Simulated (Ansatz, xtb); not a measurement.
# Al2FGeH5: where a starting geometry ends

The starting geometry of this gas-phase singlet was built from a drawn formula by distance geometry and a force field; its bonds are those of `[F][GeH]([AlH2])[AlH2]`.

```xyz
9

Al    0.4971   -1.3549    2.8603
Al   -0.9626    0.3637   -0.4182
F    -2.8194   -1.5074    1.8037
Ge   -1.4381   -0.3628    1.8413
H    -1.9014    0.8709    2.7057
H     0.3971   -2.9088    3.3045
H     1.8257   -0.5486    2.9700
H     0.4920    0.0881   -1.0339
H    -2.0868    1.0764   -1.3090
```

Task: Where would you expect an optimisation with r2SCAN-D4/def2-SVP to take it?

Result: It keeps its bonds, and is `[F][GeH]([AlH2])[AlH2]`.

The energy falls by 0.18 eV over 17 steps:

```tsv
step	E − E(last) (eV)
1	0.183
3	0.062
5	0.038
6	0.033
8	0.017
10	0.007
12	0.003
13	0.002
15	0.000
17	0.000
```

Final geometry (Å):

```xyz
9

Al    0.4646   -1.5957    2.9714
Al   -1.0567    0.4385   -0.5790
F    -2.7810   -1.1585    1.9281
Ge   -1.2551   -0.2604    1.7902
H    -1.4943    1.0286    2.6331
H     0.1282   -3.0463    3.5240
H     1.9285   -0.9873    3.1184
H     0.1796    1.3495   -1.0000
H    -2.1103   -0.0519   -1.6617
```

From the same start GFN2-xTB ends elsewhere, differing in Al1–F3 (1.76 against 3.44 Å here), Al1–H5 (1.66 against 3.29 Å here), Al2–F3 (1.88 against 3.44 Å here), F3–Ge4 (3.36 against 1.78 Å here), Ge4–H5 (2.01 against 1.56 Å here).

No frequencies were run, so the end isn't proven a minimum. Run with Ansatz 0.2.0, 47 s on 2 threads of Arm Neoverse V1, with other jobs on the host.
